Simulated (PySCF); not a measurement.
**`C[C@@H]1[C@H]2C[C@@H]1[C@@H](N)C2`, C₇H₁₃N**

Geometry (Å), atoms numbered from 1 in this order:
```xyz
21

C    -1.563   -1.253   -0.326
C    -1.178    0.001    0.434
C    -0.587    1.230   -0.287
C    -0.007    1.623    1.082
C     0.141    0.098    1.229
C     1.236   -0.166    0.185
N     1.403   -1.568   -0.158
C     0.648    0.662   -0.984
H    -0.699   -1.710   -0.793
H    -2.303   -1.009   -1.086
H    -2.001   -1.975    0.360
H    -2.016    0.310    1.064
H    -1.210    1.911   -0.863
H     0.907    2.215    1.087
H    -0.737    2.058    1.760
H     0.264   -0.379    2.198
H     2.184    0.281    0.539
H     2.172   -1.677   -0.811
H     1.617   -2.109    0.673
H     0.394    0.027   -1.830
H     1.325    1.446   -1.322
```

Theory: TDDFT PBE0/def2-SVPD circular dichroism and optical rotation, one conformer, gas phase in PySCF 2.14.0. Geometry: GFN2-xTB.

The molecule is flexible and this is one conformer; a measurement averages over conformers. States above about 6.7 eV (minus the energy of the highest occupied orbital) lie near or above the ionisation threshold and depend on the basis.

Q: Draw the ECD and absorption spectra from the lowest 16 states, each a Gaussian of half-width 0.2 eV at 1/e height.

A: 
```csv
E (eV),λ (nm),Δε (L mol⁻¹ cm⁻¹),ε (L mol⁻¹ cm⁻¹)
5.58,222,+0.01,1.39
5.68,218,+0.08,13.2
5.78,214,+0.47,76
5.88,211,+1.64,265
5.98,207,+3.47,562
6.08,204,+4.46,722
6.18,201,+3.47,562
6.28,197,+1.64,266
6.38,194,+0.46,79.8
6.48,191,+0.01,48.1
6.58,188,-0.41,203
6.68,186,-1.48,741
6.78,183,-3.32,1780
6.88,180,-4.65,2880
6.98,178,-3.68,3150
7.08,175,-0.65,2320
7.18,173,+1.75,1130
7.28,170,+1.85,353
7.38,168,+0.62,79.6
7.48,166,-1.21,57.8
7.58,164,-4.38,180
7.68,161,-7.88,488
7.78,159,-7.54,1060
7.88,157,-2.11,1820
7.98,155,+2.82,2440
8.08,153,+1.42,2710
8.18,152,-5.90,2870
8.28,150,-13.03,3340
8.38,148,-14.65,4210
```
Δε uses R in velocity form, ε uses f in length form. Only the states computed contribute, so the short-wavelength end is incomplete.

The sign of the CD band at 157 nm isn't settled: the length form gives the opposite one.
